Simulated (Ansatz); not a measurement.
Input for Ansatz (development build ahead of 0.2.0):

```yaml
crystal:
  periodic: [false, false, false]
  atoms:
    - { symbol: Cu, position_ang: [0.0, 0.0, 0.0] }
    - { symbol: F, position_ang: [0.0, 0.0, 1.7101] }
basis:
  gaussian: { orbitals: cc-pVTZ }
magnetization:
  spin_polarized: true
hamiltonian:
  xc: hf
correlation:
  method: ccsd_t
  frozen_orbitals: { Cu: 5, F: 1 }
```

The input is written out in the form of the current development build from the run's settings.

Output:

```yaml
Converged: yes
Reference_energy: -1738.44633 hartree
Correlation_energy: -1.07937 hartree
Total_energy: -1739.52570 hartree
```
